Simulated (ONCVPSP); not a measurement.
**Plane-wave convergence, ONCV potential for In**

- Element: In (Z = 49)
- Generator: ONCVPSP 4.0.1
- Type: optimised norm-conserving Vanderbilt (ONCV)
- Functional: LDA (Perdew-Zunger)
- Relativity: scalar-relativistic
- Frozen core: [Kr] 4d10
- Valence charge: 3
- Reference configuration: 5s2 5p1
- Partial waves: 5s: rc 1.85 bohr, ncon 4, nbas 8, qcut 3.1 1/bohr, 2 projectors, debl 3.4 Ha; 5p: rc 2.90 bohr, ncon 3, nbas 7, qcut 2.3 1/bohr, 2 projectors, debl 3.4 Ha
- Local potential: polynomial inside 1.60 bohr (lpopt 5, dvloc0 2 Ha)
- Core correction: Teter function, fcfact 2.75, rcfact 1.15

Question: For each optimised wave give the share of its norm inside rc, the residual kinetic energy above qcut (Ha) and the cutoffs (Ha) for errors of 10, 1, 0.1 and 0.01 mHa per electron.

Answer:

| wave | norm inside rc | residual KE | 10 mHa | 1 mHa | 0.1 mHa | 0.01 mHa |
| --- | --- | --- | --- | --- | --- | --- |
| 5s | 0.218 | 1.7e-03 | 3.5 | 5.6 | 18.8 | 46.8 |
| s projector 2 | 0.112 | 1.7e-01 | 12.4 | 58.2 | 70.6 | 94.2 |
| 5p | 0.355 | 2.5e-04 | 0.9 | 1.6 | 7.7 | 20.9 |
| p projector 2 | 0.208 | 7.6e-01 | 7.9 | 21.7 | 34.2 | 69.2 |

The occupied waves need 5.6 Ha and 19 Ha for 1 and 0.1 mHa. The cutoffs count occupied waves only; projector 2 of the s channel, the hardest unoccupied one, needs 58 Ha at the loose tolerance. Note: no bound ghost flagged; GHOST(+) flagged for s at 70.4 eV, p at 114.6 eV.
